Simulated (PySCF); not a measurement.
## How methods differ on the ionisation energy of Ag+

Ag+ [Kr] 4d10 (1S) → Ag(2+) [Kr] 4d9 (2D), as a difference of total energies. Computed with PySCF 2.14 in def2-QZVPPD with the def2 core potential (28 electrons) (7s5p4d4f2g, 88 functions), with a scalar-relativistic core potential. Correlated levels: valence and next inner shell: nothing frozen outside the core potential. The calculations carry no spin-orbit coupling.

```json
{"method": "UHF", "ionisation energy (eV)": "19.719"}
{"method": "MP2 (valence and next inner shell)", "ionisation energy (eV)": "21.830"}
{"method": "SCS-MP2 (valence and next inner shell)", "ionisation energy (eV)": "21.554"}
{"method": "CCSD (valence and next inner shell)", "ionisation energy (eV)": "21.327"}
{"method": "CCSD(T) (valence and next inner shell)", "ionisation energy (eV)": "21.460"}
```

Task: How much does correlation contribute at CCSD(T) (valence and next inner shell)?

Result: 21.460 − (19.719) = 1.741 eV, measured against UHF.

The reference lies between the lowest fine-structure levels, while these numbers refer to the centres of the terms.

Errors of the correlated levels include the incompleteness of this basis.

For comparison: 21.484 eV (measured; NIST Atomic Spectra Database, ionization energies).
